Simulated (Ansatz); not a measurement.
Geometry optimisation, Ansatz, RKS CAM-B3LYP-D4/def2-mTZVP.

The input (input.yaml):

```yaml
crystal:
  periodic: [false, false, false]
  atoms:
    - { symbol: Zn, position_ang: [-0.1562, 0.1818, -0.3403] }
    - { symbol: H, position_ang: [-0.8891, -1.1674, -1.6531] }
    - { symbol: C, position_ang: [0.4678, 0.0632, 1.5661] }
    - { symbol: H, position_ang: [-0.8322, -0.5291, -2.3887] }
    - { symbol: Br, position_ang: [-0.3395, 1.3345, -2.9143] }
    - { symbol: H, position_ang: [-0.2035, 0.609, 2.2168] }
    - { symbol: H, position_ang: [1.4627, 0.4838, 1.6478] }
    - { symbol: H, position_ang: [0.49, -0.976, 1.8655] }
basis:
  gaussian: { orbitals: def2-mTZVP }
hamiltonian:
  xc: cam_b3lyp
  dispersion: d4
relax:
  f_tol: 0.15
  max_steps: 25
  restrain:
    - { distance: [0, 4], at: 3.72, k: 30.0 }
    - { distance: [3, 1], at: 1.92, k: 30.0 }
    - { distance: [0, 1], at: 1.53, k: 30.0 }
    - { distance: [3, 4], at: 1.51, k: 30.0 }
output:
  orbitals: {}
```

Run as:

```bash
$ ansatz run input.yaml --threads 4 --pin off --max-ram 5120MiB --backend cpu --events-out ev --progress --plain --runs-dir out
```

Task: Where does it end, and by what steps?

Result: The forces met the threshold. The restraints hold the end off the free minimum. After 7 steps the energy has fallen by 0.413 eV (the restraints' own energy left out); Zn1 moved furthest, 0.98 Å. Joined: Zn1–H2 (2.02 → 1.54 Å), H4–Br5 (2.00 → 1.48 Å).

```csv
step,energy less start (eV),largest force component (eV/Å),accepted
0,0.0000,2.154,yes
1,0.6051,1.391,yes
2,0.3413,2.080,yes
3,-0.0803,1.344,yes
4,-0.2992,0.802,yes
5,-0.3951,0.715,yes
6,-0.4084,0.727,yes
7,-0.4126,0.729,yes
```

```xyz
8
Properties=species:S:1:pos:R:3
Zn -0.354 -0.742 -0.070
H -0.985 -1.318 -1.349
C 0.445 0.002 1.524
H -0.694 0.128 -2.578
Br -0.242 1.451 -3.073
H -0.240 0.688 2.023
H 1.349 0.561 1.280
H 0.720 -0.771 2.243
```

Time of the run: 31 s on 4 threads of Arm Neoverse N1 (shared host), peak memory 0.3 GiB.
